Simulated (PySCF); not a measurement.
C4H8BN, SMILES C=C1CNB1C.

Geometry optimised at B3LYP-D3(BJ)/def2-SVP. The structure was generated by enumeration, and PubChem lists no compound with its InChIKey, so it may never have been made.

Calculation: TDDFT-PBE/def2-SVPD run with PySCF.

Vertical excitations. The molecule is in vacuum. State labels are in the subgroup Cs.

Computed lowest excited states:
| state | symmetry | energy (eV) | λ (nm) | f | main pairs |
|---|---|---|---|---|---|
| S1 | A" | 5.24 | 236 | 0.000 | HOMO−2→LUMO 99 % |
| S2 | A' | 5.39 | 230 | 0.034 | HOMO−1→LUMO 58 %, HOMO→LUMO 38 % |
| S3 | A' | 6.07 | 204 | 0.268 | HOMO→LUMO 55 %, HOMO−1→LUMO 33 % |
| S4 | A" | 6.09 | 204 | 0.000 | HOMO→LUMO+1 100 % |
| S5 | A" | 6.42 | 193 | 0.002 | HOMO−1→LUMO+1 100 % |
| S6 | A' | 6.55 | 189 | 0.015 | HOMO−2→LUMO+1 99 % |
| S7 | A" | 6.74 | 184 | 0.019 | HOMO→LUMO+2 94 % |
| S8 | A" | 6.82 | 182 | 0.011 | HOMO→LUMO+3 94 % |
| S9 | A" | 6.88 | 180 | 0.004 | HOMO−3→LUMO 97 % |
| S10 | A" | 7.06 | 176 | 0.002 | HOMO−1→LUMO+2 99 % |
| T1 | A' | 3.91 | 317 | 0 | HOMO→LUMO 84 %, HOMO−1→LUMO 14 % |
| T2 | A' | 4.50 | 275 | 0 | HOMO−1→LUMO 84 %, HOMO→LUMO 14 % |
| T3 | A" | 4.79 | 259 | 0 | HOMO−2→LUMO 100 % |
| T4 | A" | 6.00 | 207 | 0 | HOMO→LUMO+1 98 % |
Triplets are in the Tamm–Dancoff approximation, which puts them higher than full response would, so one can lie above its singlet here.
